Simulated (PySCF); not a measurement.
## As⁺: excitation energy

As⁺ [Ar] 3d10 4s2 4p2 (3P) → As⁺ [Ar] 3d10 4s1 4p3 (5S), as a difference of total energies. Computed with PySCF 2.14 in x2c-QZVPPall (11s8p5d4f1g, 97 functions), with the spin-free X2C one-electron Hamiltonian (Gaussian nucleus). Correlated levels: valence: [Ar] 3d10 frozen. The calculations carry no spin-orbit coupling.

Order these methods by the excitation energy they give, lowest first.
A. CCSD (valence)
B. MP2 (valence)
C. UHF
D. CCSD(T) (valence)

C (39226 cm⁻¹), B (47514 cm⁻¹), A (49233 cm⁻¹), D (49566 cm⁻¹).

Errors of the correlated levels include the incompleteness of this basis and the frozen core.

For comparison: 53051 cm⁻¹ (measured; NIST levels, between the centres of gravity of the two terms).
